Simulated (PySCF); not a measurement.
# Aluminium: a sound run and one with changed settings

Sound run: Al⁺ [Ne] 3s2, Al²⁺ [Ne] 3s1. Computed with PySCF 2.14 in def2-SVP (4s3p1d, 18 functions), with the non-relativistic Hamiltonian (point nucleus). In the sound run the correlated levels freeze [Ne]. The sound run starts from symmetry-adapted Hartree-Fock orbitals and uses a fine grid where one is needed.

Changed run: scalar relativity by spin-free X2C-1e. This setting is unsound on purpose.

| species | method | sound run (hartree) | changed run (hartree) | converged |
| --- | --- | --- | --- | --- |
| Al⁺ | UHF | -241.58509 | -241.98214 | yes |
| Al⁺ | BP86 | -242.07258 | -242.46933 | yes |
| Al⁺ | PBE | -241.91886 | -242.31558 | yes |
| Al⁺ | MP2 | -241.61054 | -242.00760 | yes |
| Al⁺ | CCSD(T) | -241.62326 | -242.02028 | yes |
| Al²⁺ | UHF | -240.94268 | -241.33850 | yes |
| Al²⁺ | BP86 | -241.37966 | -241.77506 | yes |
| Al²⁺ | PBE | -241.22902 | -241.62439 | yes |

Ionisation energy of Al⁺:

```csv
method,sound run (eV),changed run (eV)
UHF,17.481,17.514
BP86,18.855,18.892
PBE,18.771,18.808
MP2,18.173,18.207
SCS-MP2,18.312,18.346
CCSD,18.519,18.552
CCSD(T),18.519,18.552
CCSDT,18.519,18.552
FCI,18.519,18.552
```

Most of the change in total energy is the relativistic energy itself. On top of that the contraction fixes the core shape for the Hamiltonian it was made with, so the changed run is not a good calculation with the other Hamiltonian either.

For comparison, NIST gives 18.829 eV between the lowest levels.
